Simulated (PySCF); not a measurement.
A GIAO shielding run with PySCF (density fitting, non-relativistic, gas phase) on `N1C(=O)[SiH2]N[SiH2]N[Si@H]1O`, CH9N3O2Si3:

```
$ OMP_NUM_THREADS=1 python probes_run.py task.json out

{"job": {"kind": "nmr", "xc": "PBE0", "basis": "pcSseg-1"}, "charge": 0, "multiplicity": 1}
O      0.848361     2.858987     0.735238
C      0.475873     1.835734     0.184193
N     -0.808778     1.415049     0.313881
Si    -1.595059     0.025060    -0.370311
O     -3.179748     0.103470    -0.024315
N     -0.885548    -1.386428     0.324385
Si     0.768205    -1.650088     0.783275
N      1.800206    -0.777259    -0.301042
Si     1.695126     0.843565    -0.898185
H     -1.368252     2.051830     0.872150
H     -1.614638     0.078650    -1.824886
H     -3.500778     0.049870     0.871970
H     -1.459792    -2.211621     0.284491
H      1.054638    -3.076649     0.624665
H      0.959814    -1.175069     2.157598
H      2.568861    -1.305470    -0.678318
H      3.009033     1.475478    -0.772939
H      1.223718     0.851208    -2.293506
```

Hardware: 1 thread of an Arm Neoverse V1, shared host. The job also computes population analyses, field gradients, ring-centre shieldings.

Q: How large is the calculation?

A: 94 electrons, 219 basis functions and 1198 auxiliary functions.

Q: How long does it take, and how much memory does it need?

A: 53 s of wall time, with 15 SCF cycles and 5 response iterations; peak memory 1 GiB. Times on a shared host scatter by some tens of per cent.
